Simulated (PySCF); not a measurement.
## Worked example: oscillator strength and radiative lifetime

C2H5FO2Si, SMILES C[Si@H](F)OC=O.

Geometry optimised at B3LYP-D3(BJ)/def2-SVP. The structure was generated by enumeration; whether it is a known compound was not checked. Other conformers were not sampled.

TDDFT-LC-ωPBE/def2-SVPD in PySCF 2.14.0 puts the first singlet state with f over 0.02 at 8.28 eV (vertical), with the transition dipole (0.444, -0.217, 0.428) in atomic units.

Task: Find the oscillator strength, the wavelength and the radiative lifetime that this transition would have in vacuum if emission retraced absorption.

Result: 
|μ|² = 0.4274 au, so |μ| = 1.66 D. ΔE = 8.28/27.211 = 0.3043 hartree. f = (2/3) ΔE |μ|² = 0.087 (the program prints 0.087).
λ = 1239.84/8.28 = 150 nm; ν = 66783 cm⁻¹.
Einstein's coefficient A = 0.6670 ν² f s⁻¹ (ν in cm⁻¹) = 2.6e8 s⁻¹, so τ = 1/A = 3.9 ns. This state is S2; the lower singlet has f = 0.001. The figure is the radiative limit of this one transition; relaxation, internal conversion, crossing to triplets and a medium change what is measured.
